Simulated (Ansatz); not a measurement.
`[CH3][AlH][SiH2][SeH]` + HCl → `[CH3][AlH][SiH2]Cl` + H₂Se at 600 K and 1 bar (ligand exchange at the Si–Se bond).

Computed with Ansatz on PBE0-D4/def2-TZVP structures; ΔE is electronic, products minus reactants. CCSD(T)/CBS is the MP2 limit (def2-TZVPP, def2-QZVPP) plus CCSD(T) − MP2 in def2-TZVPP, frozen cores. This one scheme is used for every species. For Se outer-core shells are correlated without core-valence functions, which leaves a few kJ/mol of doubt a bond. Scalar relativity is left out up to krypton. One conformer a species, not always the lowest.

```json
{"species": "`[CH3][AlH][SiH2][SeH]`", "CCSD(T)/CBS energy (Eh)": "-2974.08060", "H − E (kJ/mol)": "249.8", "S (J/(mol·K))": "521.7"}
{"species": "HCl", "CCSD(T)/CBS energy (Eh)": "-460.38127", "H − E (kJ/mol)": "35.4", "S (J/(mol·K))": "207.2"}
{"species": "`[CH3][AlH][SiH2]Cl`", "CCSD(T)/CBS energy (Eh)": "-1032.57399", "H − E (kJ/mol)": "225.0", "S (J/(mol·K))": "481.9"}
{"species": "H₂Se", "CCSD(T)/CBS energy (Eh)": "-2401.89790", "H − E (kJ/mol)": "57.0", "S (J/(mol·K))": "244.8"}
```

H − E and S are ideal-gas, rigid-rotor, harmonic terms from PBE0-D4/def2-TZVP, for one conformer and one mirror image of each species. 1 Eh = 2625.50 kJ/mol, R = 8.31446 J/(mol·K).

Task: By hand: ΔE, ΔH, ΔS and ΔG.

Result: ΔE = (-1032.57399) + (-2401.89790) − (-2974.08060) − (-460.38127) = -0.01002 Eh = -26.3 kJ/mol. Δ(H − E) = 225.0 + 57.0 − 249.8 − 35.4 = -3.2, so ΔH = -29.5 kJ/mol. ΔS = 481.9 + 244.8 − 521.7 − 207.2 = -2.2 J/(mol·K). ΔG = -29.5 − 600 × (-2.2)/1000 = -28.2 kJ/mol.

Task: By hand: the equilibrium constant, and the temperature at which ΔG would vanish if ΔH and ΔS stayed fixed.

Result: log₁₀ K = −ΔG/(RT ln 10) = 2.5. ΔG = 0 at ΔH/ΔS = 13409 K, far beyond where these terms or the molecules hold.

The number of gas molecules stays the same, so ΔS is small and ΔH decides. A doubt of 5 kJ/mol in ΔE shifts log₁₀ K by 0.4 here. Other conformers and mirror images would add mixing entropy, several J/(mol·K) or more a flexible species. Modes under 60 cm⁻¹, often nearly free rotors, make the harmonic entropy too high. These are equilibria of isolated gas molecules and say nothing of rates. Largest T1 diagnostic: 0.010 (customary marks: 0.02 for closed shells, 0.045 for open ones).
